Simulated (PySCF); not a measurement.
AgI, triplet, at a GFN2-xTB geometry (such geometries of metal compounds can be far from the true shape) (the multiplicity is a formal guess) (all electrons, no relativity). Base run: CAMB3LYP/3-21G (PySCF).

Here is a job for PySCF.
```python
from pyscf import gto, scf, dft

mol = gto.Mole()
mol.atom = '''
    Ag   -0.000000   -0.000000   -1.542697
    I     0.000000    0.000000    1.368052
'''
mol.basis = '3-21g'
mol.charge = 0
mol.spin = 2
mol.verbose = 4
mol.symmetry = True
mol.build()

mf = dft.UKS(mol)
mf.xc = 'camb3lyp'
mf.kernel()
mf.analyze()
```

The base run was repeated with changes; each row names its change, and settings that it needs were set with it.

```csv
change,ΔE vs base (eV),point group used,SCF cycles
base,0.00,Coov,11
symmetry_subgroup = C2v,-0.15,C2v,10
symmetry = off,-0.15,C1,10
```

Open shells are given as the SCF converged; they aren't shown to be the lowest states, and a large step between rows can be another state.
